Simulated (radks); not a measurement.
All-electron atom: Ni2+ in [Ar] 3d8. All-electron calculation, scalar-relativistic Kohn-Sham, BLYP, spin-unpolarised, spherical densities, finite nucleus; Fermi nuclear charge, rms radius 3.7757 fm. Program: a radial shooting solver on a logarithmic mesh with Libxc functionals.

Local quantities along the radius. ELF = 1/(1 + alpha^2) is the electron localisation function; alpha = (tau - tau_W)/tau_unif compares the Pauli kinetic energy density with that of the uniform gas. tau is taken from the large components.

r (bohr)    ELF    alpha
0.002351  1.000  0.01699
0.003086  1.000  0.01751
0.00405   1.000  0.01848
0.005316  1.000  0.02009
0.006978  0.999  0.02262
0.009159  0.999  0.02663
0.01202   0.999  0.03315
0.01565   0.998  0.04391
0.02055   0.996  0.06419
0.02697   0.989   0.1053
0.0354    0.962   0.1978
0.04647   0.847   0.4247
0.06099   0.530   0.9417
0.08006   0.293    1.555
0.1051    0.370    1.305
0.1379    0.659   0.7195
0.181     0.810   0.4846
0.2376    0.742   0.5894
0.3119    0.330    1.426
0.4094    0.216    1.903
0.5374    0.591   0.8327
0.7054    0.770   0.5460
0.9259    0.714   0.6332
1.206     0.483    1.034
1.582     0.195    2.030
2.077     0.058    4.038
2.726     0.013    8.697
3.579     0.002    25.39
4.697     0.000    122.8

On this mesh the ELF has minima near r = 0.092, 0.36 bohr, which separate the shells, and maxima near 0.18 (0.81), 0.71 (0.77).
